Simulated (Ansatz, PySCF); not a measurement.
CuI, singlet, geometry from GFN2-xTB (such geometries of metal compounds can be far from the true shape) (core potentials on I). Base run: CASSCF(4,5)/def2-SVP (PySCF).

PySCF was given this input:
```python
from pyscf import gto, scf, mcscf
import numpy

mol = gto.M(
    atom='''
Cu   -0.00000000   -0.00000000   -1.55408005
I     0.00000000    0.00000000    0.85034569
''',
    basis='def2-svp',
    ecp={'I': 'def2-svp'},
    verbose=4,
)

mf = scf.RHF(mol)
mf.kernel()
mc = mcscf.CASSCF(mf, 5, 4)
mc.fix_spin_(ss=0.0)
mc.kernel()
occ = numpy.linalg.eigvalsh(mc.fcisolver.make_rdm1(mc.ci, mc.ncas, mc.nelecas))[::-1]
ss = mc.fcisolver.spin_square(mc.ci, mc.ncas, mc.nelecas)[0]
print('natural occupations', occ.round(4), ' <S^2>', round(ss, 4))
```

Programs used: Ansatz (a first-principles code), PySCF; a row that names a program was run with it.

Each row names what was changed in the base input (with any setting that the change needs).

| change | ΔE vs base (kcal/mol) | natural occupations | <S^2> of the state | outcome |
|---|---|---|---|---|
| base | 0.000 | 1.98 1.98 0.01 0.01 0.01 | 0.00 | converged |
| active space = 6 electrons, 4 orbitals | 12.25 | 2.00 2.00 1.99 0.01 | 0.00 | converged |
| conv_tol = 1e-5 | 0.000 | 1.98 1.98 0.01 0.01 0.01 | 0.00 | converged |
| code = ansatz | -6.66 | - | - | converged |
| code = ansatz; correction = SC-NEVPT2, all electrons | -300.2 | - | - | converged |
| orbitals = fixed (CASCI); correction = SC-NEVPT2 | -298.3 | 2.00 2.00 0.00 0.00 0.00 | 0.00 | converged |
| orbitals = fixed (CASCI) | 16.69 | 2.00 2.00 0.00 0.00 0.00 | 0.00 | converged |
| active space = 2 electrons, 3 orbitals | 11.72 | 1.99 0.01 0.00 | 0.00 | converged |
| state_average = 2 states | - | - | - | not converged |
| active space = 2 electrons, 2 orbitals | 13.47 | 1.99 0.01 | 0.00 | converged |
| solver = newton | 0.000 | 1.98 1.98 0.01 0.01 0.01 | 0.00 | converged |

Active orbitals are taken around the Fermi level unless the row says otherwise; CASSCF can end in different local minima, and two programs can end on different orbitals. State-averaged rows give the lowest state.

Ansatz warned in this series: other orbitals give a lower active-space energy.
